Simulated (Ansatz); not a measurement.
CuF4, that is [CuF4]- with one electron fewer. Charge 0, multiplicity 2. Geometry r2SCAN-D4/def2-SVPD, that of the charge -1 singlet; atoms count from 1.

```xyz
5

Cu    0.000    0.000    0.000
F     1.119   -1.360    0.202
F    -1.199   -1.093   -0.713
F    -1.119    1.360   -0.202
F     1.199    1.093    0.713
```

Question: Estimate the Mulliken populations from the PBE0/def2-TZVPD orbitals of Ansatz.

Answer: 
| atom | charge (e) | spin (α − β) | d electrons |
| --- | --- | --- | --- |
| Cu1 | 1.02 | -0.08 | 9.14 |
| F2 | -0.26 | 0.27 | – |
| F3 | -0.26 | 0.27 | – |
| F4 | -0.26 | 0.27 | – |
| F5 | -0.26 | 0.27 | – |
Mulliken values and Mayer orders depend strongly on the basis. With diffuse functions, as here, like atoms can get unlike values, and bond orders can come out too low or too high.

Question: Where does the spin sit?

Answer: Summed by element: Cu -0.08, F 1.08, of 1 unpaired in all. Largest on single atoms: F2 0.27, F3 0.27, F4 0.27.

Question: And the Mayer bond orders between bonded heavy atoms (over 0.3)?

Answer: Cu1–F2 0.58 (1.77 Å); Cu1–F3 0.58 (1.77 Å); Cu1–F4 0.58 (1.77 Å); Cu1–F5 0.58 (1.77 Å).
